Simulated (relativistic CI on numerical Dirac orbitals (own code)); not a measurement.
# Energy levels of Rb¹⁶⁺

Method of calculation: Dirac-Coulomb-Breit CI, separate exchange-only KLI orbitals for each configuration, QED by a radiative potential, unscaled Slater integrals (own radial code, finite nucleus).

CI space (outside the closed core [Ne]): 3s2 3p6 3d3, 3s2 3p5 3d4, 3s 3p6 3d4, 3s2 3p6 3d2 4s, 3s2 3p6 3d2 4p, 3s2 3p6 3d2 4d, 3s2 3p6 3d2 4f, 3s2 3p5 3d3 4s, 3s2 3p6 3d 4s 4p, 3s2 3p5 3d3 4p, 3s2 3p6 3d2 5s, 3s2 3p6 3d2 5p, 3s2 3p6 3d2 5d, 3s2 3p6 3d 4p 4d, 3s 3p6 3d3 4s, 3s2 3p6 3d2 5f, 3s2 3p6 3d2 5g, 3s 3p6 3d3 4p, 3s2 3p6 3d2 6s, 3s2 3p6 3d2 6p, 3p6 3d4 4p, 3s2 3p6 3d2 6d, 3p6 3d5, 3p5 3d6, 3s2 3p6 3d 4s2, 3s2 3p6 4s2 4p, 3s2 3p6 4s2 4d, 3s2 3p6 4s2 4f, 3s2 3p6 3d 4p2, 3s2 3p6 4s 4p2, 3s2 3p6 4p3, 3s2 3p6 4p2 4d, 3s2 3p6 4p2 4f, 3s2 3p6 3d 4s 4d, 3s2 3p6 4s 4p 4d, 3s2 3p6 4s 4d2, 3s2 3p6 4s 4d 4f, 3s2 3p6 3d 4d2, 3s2 3p6 4p 4d2, 3s2 3p6 4d3, 3s2 3p6 4d2 4f, 3p6 3d4 4s, 3p5 3d5 4s, 3s 3p6 3d2 4s2, 3s 3p6 3d 4s2 4p, 3s 3p6 3d 4s2 4d, 3s 3p6 3d 4s2 4f. Double excitations out of closed p, d and f shells are left out; levels of such configurations are missing from the list, as are those of other unlisted configurations, and high levels can miss mixing partners. These lack a partner that the ground configuration has and come out too high: 3s2 3p5 3d3 4p.

The lowest level is 3s2 3p6 3d3 4F_3/2, with 96 % of that term; Hund's rules for 3s2 3p6 3d3 give 4F with J = 3/2, in agreement.

```tsv
No.	Configuration	Term	J	E (eV)	%	Landé g	Lifetime (s)
1	3s2 3p6 3d3	4F	3/2	0.000	96	0.413	
2	3s2 3p6 3d3	4F	5/2	0.860	98	1.029	7.16e-02
3	3s2 3p6 3d3	4F	7/2	1.820	98	1.230	5.14e-02
4	3s2 3p6 3d3	4F	9/2	2.780	94	1.317	8.32e-02
5	3s2 3p6 3d3	4P	3/2	6.034	71	1.572	1.94e-02
6	3s2 3p6 3d3	4P	1/2	6.227	88	2.440	2.74e-01
7	3s2 3p6 3d3	2G	7/2	7.136	97	0.895	5.92e-03
8	3s2 3p6 3d3	4P	5/2	7.543	96	1.586	3.16e-02
9	3s2 3p6 3d3	2G	9/2	7.565	60	1.051	5.41e-03
10	3s2 3p6 3d3	2D	3/2	8.862	55	1.113	2.15e-03
11	3s2 3p6 3d3	2P	1/2	9.458	88	0.893	6.67e-03
12	3s2 3p6 3d3	2H	11/2	10.197	100	1.089	2.11e-02
13	3s2 3p6 3d3	2H	9/2	10.314	65	0.980	4.93e-03
14	3s2 3p6 3d3	2D	5/2	10.702	95	1.206	2.89e-03
15	3s2 3p6 3d3	2P	3/2	11.699	59	1.161	2.43e-03
16	3s2 3p6 3d3	2F	7/2	14.975	99	1.139	5.17e-03
17	3s2 3p6 3d3	2F	5/2	15.260	97	0.866	7.18e-03
18	3s2 3p6 3d3	2D	5/2	23.055	97	1.192	8.91e-04
19	3s2 3p6 3d3	2D	3/2	23.307	100	0.798	1.31e-03
20	3p5 3d4(5D)	6D°	7/2	97.418	86	1.572	1.80e-08
21	3p5 3d4(5D)	6D°	5/2	97.615	84	1.642	6.62e-09
22	3p5 3d4(5D)	6D°	9/2	97.635	89	1.539	1.45e-07
23	3p5 3d4(5D)	6D°	3/2	98.140	85	1.848	3.31e-09
24	3p5 3d4(5D)	6D°	1/2	98.850	90	3.205	1.86e-09
25	3p5 3d4(5D)	6F°	11/2	103.190	97	1.447	6.72e-08
26	3p5 3d4(5D)	6F°	9/2	104.842	80	1.425	3.75e-09
27	3p5 3d4(5D)	6F°	7/2	105.634	63	1.400	3.18e-09
28	3p5 3d4(5D)	6P°	3/2	105.764	49	1.754	1.19e-09
29	3p5 3d4(5D)	6F°	5/2	105.879	43	1.396	1.91e-09
30	3p5 3d4(3F)	4D°	1/2	106.289	67	-0.061	9.65e-10
31	3p5 3d4(5D)	6P°	3/2	106.658	28	1.600	9.83e-10
32	3p5 3d4(3F)	4D°	7/2	106.982	57	1.383	1.43e-09
33	3p5 3d4(3G)	4F°	5/2	107.390	38	1.273	1.26e-09
34	3p5 3d4(3G)	4F°	3/2	107.927	55	0.773	1.79e-09
35	3p5 3d4(3F)	4F°	9/2	108.587	60	1.241	2.73e-09
36	3p5 3d4(5D)	6P°	5/2	109.149	45	1.665	1.34e-09
37	3p5 3d4(3F)	4F°	7/2	109.470	59	1.232	8.75e-10
38	3p5 3d4(3P)	4P°	3/2	109.509	41	1.721	1.59e-10
39	3p5 3d4(3H)	4H°	11/2	109.563	54	1.161	1.03e-09
40	3p5 3d4(3H)	4H°	13/2	109.977	69	1.190	2.01e-08
41	3p5 3d4(3F)	4G°	9/2	110.272	41	1.102	1.93e-10
42	3p5 3d4(5D)	6F°	1/2	110.273	61	-0.378	2.86e-10
43	3p5 3d4(3H)	4H°	7/2	110.300	41	0.870	2.68e-10
44	3p5 3d4(3F)	4F°	5/2	110.301	42	1.185	3.57e-10
45	3p5 3d4(3F)	4G°	11/2	110.558	69	1.221	2.52e-10
46	3p5 3d4(5D)	6F°	3/2	111.186	36	0.920	3.09e-10
47	3p5 3d4(3H)	4I°	15/2	111.374	96	1.193	1.28e-02
48	3p5 3d4(3P)	4P°	5/2	111.418	48	1.324	1.70e-10
49	3p5 3d4(3H)	2G°	9/2	111.565	39	1.100	3.40e-10
50	3p5 3d4(3F)	4G°	7/2	111.987	56	0.999	1.11e-10
51	3p5 3d4(3H)	4G°	5/2	112.080	53	0.849	1.22e-10
52	3p5 3d4(3P)	4D°	7/2	112.506	54	1.432	2.23e-10
53	3p5 3d4(3D)	4P°	1/2	112.690	88	2.603	3.89e-10
54	3p5 3d4(3P)	2D°	3/2	112.707	36	1.014	1.67e-10
55	3p5 3d4(3F)	4G°	9/2	113.047	32	1.095	1.22e-10
56	3p5 3d4(3D)	4P°	3/2	113.599	49	1.329	2.62e-10
57	3p5 3d4(3G)	4G°	11/2	113.746	50	1.137	2.59e-10
58	3p5 3d4(3H)	4I°	13/2	113.959	57	1.130	7.77e-10
59	3p5 3d4(3D)	4P°	5/2	114.211	37	1.449	2.15e-10
60	3p5 3d4(3P)	4P°	1/2	114.231	53	1.624	1.22e-10
61	3p5 3d4(3F)	4F°	5/2	114.323	50	1.054	1.44e-10
62	3p5 3d4(3F)	4F°	3/2	114.325	25	1.318	1.50e-10
63	3p5 3d4(5D)	6P°	7/2	114.376	30	1.236	2.12e-10
64	3p5 3d4(3P)	4D°	7/2	114.951	40	1.295	1.43e-10
65	3p5 3d4(3G)	2H°	9/2	115.255	63	0.988	8.31e-11
66	3p5 3d4(3G)	4H°	13/2	115.435	90	1.212	6.71e-09
67	3p5 3d4(3G)	4H°	11/2	115.580	49	1.115	1.94e-10
68	3p5 3d4(3P)	2D°	3/2	115.839	44	1.070	2.53e-10
69	3p5 3d4(3P)	4P°	5/2	115.843	38	1.396	4.48e-10
70	3p5 3d4(3H)	4H°	11/2	115.976	27	1.066	1.45e-10
```

Energies count from the lowest computed level; ° marks odd parity; lifetimes are radiative, by E1, M1, E2, M2, E3 decay to levels of this space only. Percentages are summed over parent terms; the parents shown are those of the largest component, closed shells are left out there.

The mean weight of the leading LS term, summed over parents, in these 70 levels is 64 %, and that of the leading jj configuration (from the same eigenvectors) 51 %, so LS coupling describes them better.

At this charge energies of transitions that change n are usually good to better than 1 %, and those within a shell (Δn = 0) to a few per cent. Terms inside the open d or f shell come out 10 to 20 % too wide with unscaled integrals.

Landé's interval rule says that E(J) − E(J−1) = AJ with one A. For the ground term the intervals give A = 2775.4, 2211.6, 1721.1 cm⁻¹ for J = 5/2, 7/2, 9/2; the multiplet is regular.

LS names give the leading component of a level, which can be under half, so a name can repeat, a term be missing and a line seem to break the LS rules.
